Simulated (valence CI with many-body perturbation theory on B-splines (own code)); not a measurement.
Forbidden lines of Bi³⁴⁺

Computed by configuration interaction combined with many-body perturbation theory (CI+MBPT): three valence electrons over a frozen Dirac-Fock core [Kr] 4d10, radial functions for each j: 8 s, 8 p, 9 d, 9 f, 6 g, 3 h, 2 i, with the one-electron correlation potential Σ1, the two-electron term Σ2, the three-electron term Σ3, Breit, model QED; selected CI, second order for the rest, scaled by the run's own slope (own B-spline code, finite nucleus).

The last digits are not significant, and no measured levels were compared; by estimate large intervals hold to a few tenths of a per cent, small ones and those within an open d or f shell to about a per cent. Core correlation moves these levels by up to 7400 cm⁻¹, and in measured spectra 5 to 20 % of such shifts remained as error; rates that hang on mixing are uncertain with them. The list stops below the first excitations out of the core. Only levels of the ground parity were solved; by the run's estimate the other parity begins above the list, which can be wrong where configurations are misplaced.

Lines 1 to 50 of 120 in falling wavelength, among levels below 1632800 cm⁻¹, chosen from the decays that carry over 1 % of a level's rate. Wavelengths and rates use the calculated energies. S is in atomic units (e²a₀⁴ for E2 and M2, e²a₀⁶ for E3), for M1 in squared Bohr magnetons. Weak lines are less certain than strong ones. Lines between different terms over intervals too small for the method are left out, as are lines whose strength nearly cancels.

Levels are named by their leading jj configuration (3d3/2^4 stands for four electrons in 3d with j = 3/2), which in mixed levels can hold well under half, so a name can repeat and another be missing. Letters in brackets count levels of one name in rising energy.

| λ vac (nm) | Upper | Lower | Type | A (s⁻¹) | S (a.u.) |
| --- | --- | --- | --- | --- | --- |
| 579.1 | (4f5/2^2 4f7/2) J=7/2 [a] | (4f5/2^2 4f7/2) J=9/2 | M1 | 6.53e+01 | 3.76e+00 |
| 504.0 | (4f5/2 4f7/2^2) J=9/2 [a] | (4f5/2^2 4f7/2) J=7/2 [b] | M1 | 1.23e+02 | 5.82e+00 |
| 476.6 | (4f5/2^2 4f7/2) J=5/2 [a] | (4f5/2^3) J=5/2 | M1 | 7.02e+01 | 1.69e+00 |
| 461.3 | (4f5/2 4f7/2^2) J=15/2 | (4f5/2 4f7/2^2) J=13/2 [a] | M1 | 6.88e+01 | 4.01e+00 |
| 453.3 | (4f5/2^2 4f7/2) J=5/2 [b] | (4f5/2^2 4f7/2) J=7/2 [b] | M1 | 6.16e+01 | 1.28e+00 |
| 452.8 | (4f5/2^2 4f7/2) J=3/2 [a] | (4f5/2^3) J=5/2 | M1 | 3.86e+01 | 5.32e-01 |
| 431.0 | (4f5/2^2 4f7/2) J=15/2 | (4f5/2^2 4f7/2) J=13/2 | M1 | 2.31e+02 | 1.10e+01 |
| 420.8 | (4f5/2 4f7/2^2) J=1/2 | (4f5/2 4f7/2^2) J=3/2 [a] | M1 | 1.69e+02 | 9.32e-01 |
| 388.8 | (4f5/2^3) J=5/2 | (4f5/2^3) J=3/2 | M1 | 8.28e+01 | 1.08e+00 |
| 360.9 | (4f5/2 4f7/2^2) J=11/2 [a] | (4f5/2 4f7/2^2) J=13/2 [a] | M1 | 3.66e+01 | 7.66e-01 |
| 359.2 | (4f5/2^2 4f7/2) J=9/2 | (4f5/2^2 4f7/2) J=11/2 [a] | M1 | 1.36e+02 | 2.34e+00 |
| 352.8 | (4f5/2 4f7/2^2) J=3/2 [a] | (4f5/2^2 4f7/2) J=5/2 [b] | M1 | 2.33e+02 | 1.52e+00 |
| 343.0 | (4f5/2 4f7/2^2) J=11/2 [a] | (4f5/2^2 4f7/2) J=11/2 [b] | M1 | 4.07e+01 | 7.31e-01 |
| 313.4 | (4f7/2^3) J=9/2 | (4f5/2 4f7/2^2) J=9/2 [c] | M1 | 9.28e+01 | 1.06e+00 |
| 304.9 | (4f5/2^2 4f7/2) J=13/2 | (4f5/2^2 4f7/2) J=11/2 [a] | M1 | 1.13e+03 | 1.66e+01 |
| 298.5 | (4f5/2 4f7/2^2) J=11/2 [b] | (4f5/2 4f7/2^2) J=9/2 [b] | M1 | 4.99e+02 | 5.90e+00 |
| 291.5 | (4f5/2^2 4f7/2) J=7/2 [b] | (4f5/2^2 4f7/2) J=9/2 | M1 | 2.86e+01 | 2.10e-01 |
| 283.6 | (4f5/2 4f7/2^2) J=3/2 [b] | (4f5/2 4f7/2^2) J=3/2 [a] | M1 | 9.06e+01 | 3.06e-01 |
| 282.1 | (4f5/2 4f7/2^2) J=13/2 [b] | (4f5/2 4f7/2^2) J=11/2 [a] | M1 | 1.12e+02 | 1.30e+00 |
| 272.6 | (4f5/2^2 4f7/2) J=1/2 | (4f5/2^2 4f7/2) J=3/2 [a] | M1 | 2.72e+02 | 4.09e-01 |
| 271.2 | (4f5/2 4f7/2^2) J=9/2 [a] | (4f5/2^2 4f7/2) J=7/2 [a] | M1 | 1.41e+02 | 1.04e+00 |
| 270.5 | (4f5/2 4f7/2^2) J=9/2 [b] | (4f5/2^2 4f7/2) J=7/2 [b] | M1 | 6.04e+02 | 4.43e+00 |
| 268.9 | (4f5/2^2 4f7/2) J=3/2 [b] | (4f5/2^2 4f7/2) J=3/2 [a] | M1 | 6.71e+02 | 1.94e+00 |
| 264.6 | (4f5/2 4f7/2^2) J=7/2 [b] | (4f5/2 4f7/2^2) J=7/2 [a] | M1 | 4.04e+01 | 2.22e-01 |
| 261.2 | (4f5/2^2 4f7/2) J=3/2 [b] | (4f5/2^2 4f7/2) J=5/2 [a] | M1 | 1.27e+02 | 3.36e-01 |
| 254.4 | (4f5/2 4f7/2^2) J=7/2 [a] | (4f5/2^2 4f7/2) J=7/2 [b] | M1 | 1.27e+02 | 6.22e-01 |
| 249.2 | (4f5/2 4f7/2^2) J=7/2 [b] | (4f5/2 4f7/2^2) J=9/2 [b] | M1 | 3.65e+01 | 1.67e-01 |
| 247.8 | (4f5/2^2 4f7/2) J=7/2 [b] | (4f5/2^3) J=5/2 | M1 | 2.11e+03 | 9.53e+00 |
| 241.4 | (4f5/2^2 4f7/2) J=5/2 [b] | (4f5/2^2 4f7/2) J=5/2 [a] | M1 | 1.71e+02 | 5.36e-01 |
| 236.5 | (4f5/2 4f7/2^2) J=5/2 [a] | (4f5/2^2 4f7/2) J=3/2 [b] | M1 | 4.41e+02 | 1.30e+00 |
| 219.1 | (4f5/2 4f7/2^2) J=15/2 | (4f5/2^2 4f7/2) J=15/2 | M1 | 1.45e+03 | 9.05e+00 |
| 218.7 | (4f5/2^2 4f7/2) J=11/2 [b] | (4f5/2^2 4f7/2) J=13/2 | M1 | 2.07e+02 | 9.61e-01 |
| 214.1 | (4f5/2^2 4f7/2) J=5/2 [a] | (4f5/2^3) J=3/2 | M1 | 1.79e+03 | 3.92e+00 |
| 212.9 | (4f5/2 4f7/2^2) J=17/2 | (4f5/2 4f7/2^2) J=15/2 | M1 | 7.06e+02 | 4.55e+00 |
| 212.0 | (4f5/2 4f7/2^2) J=13/2 [a] | (4f5/2^2 4f7/2) J=13/2 | M1 | 7.29e+02 | 3.61e+00 |
| 210.3 | (4f5/2 4f7/2^2) J=5/2 [b] | (4f5/2 4f7/2^2) J=3/2 [a] | M1 | 1.74e+02 | 3.61e-01 |
| 209.2 | (4f5/2^2 4f7/2) J=3/2 [a] | (4f5/2^3) J=3/2 | M1 | 1.69e+03 | 2.29e+00 |
| 200.2 | (4f5/2 4f7/2^2) J=9/2 [c] | (4f5/2 4f7/2^2) J=9/2 [a] | M1 | 1.51e+03 | 4.49e+00 |
| 199.7 | (4f5/2^2 4f7/2) J=11/2 [a] | (4f5/2^3) J=9/2 | M1 | 4.25e+03 | 1.50e+01 |
| 197.5 | (4f5/2 4f7/2^2) J=11/2 [b] | (4f5/2 4f7/2^2) J=9/2 [a] | M1 | 2.67e+02 | 9.14e-01 |
| 197.3 | (4f5/2^2 4f7/2) J=11/2 [b] | (4f5/2^2 4f7/2) J=9/2 | M1 | 6.57e+02 | 2.24e+00 |
| 185.2 | (4f5/2 4f7/2^2) J=9/2 [b] | (4f5/2^2 4f7/2) J=7/2 [a] | M1 | 1.26e+03 | 2.97e+00 |
| 184.9 | (4f5/2 4f7/2^2) J=11/2 [b] | (4f5/2^2 4f7/2) J=11/2 [b] | M1 | 2.06e+03 | 5.78e+00 |
| 184.7 | (4f5/2 4f7/2^2) J=9/2 [a] | (4f5/2^2 4f7/2) J=9/2 | M1 | 1.34e+03 | 3.12e+00 |
| 181.7 | (4f5/2 4f7/2^2) J=7/2 [b] | (4f5/2^2 4f7/2) J=5/2 [b] | M1 | 1.96e+03 | 3.48e+00 |
| 181.0 | (4f5/2 4f7/2^2) J=1/2 | (4f5/2^2 4f7/2) J=3/2 [b] | M1 | 2.39e+03 | 1.05e+00 |
| 179.4 | (4f5/2 4f7/2^2) J=1/2 | (4f5/2^2 4f7/2) J=1/2 | M1 | 3.89e+02 | 1.66e-01 |
| 178.1 | (4f7/2^3) J=9/2 | (4f5/2 4f7/2^2) J=11/2 [a] | M1 | 5.13e+02 | 1.07e+00 |
| 177.5 | (4f5/2 4f7/2^2) J=7/2 [a] | (4f5/2^2 4f7/2) J=7/2 [a] | M1 | 1.44e+03 | 2.39e+00 |
| 174.6 | (4f5/2 4f7/2^2) J=7/2 [b] | (4f5/2 4f7/2^2) J=9/2 [a] | M1 | 1.26e+02 | 1.99e-01 |
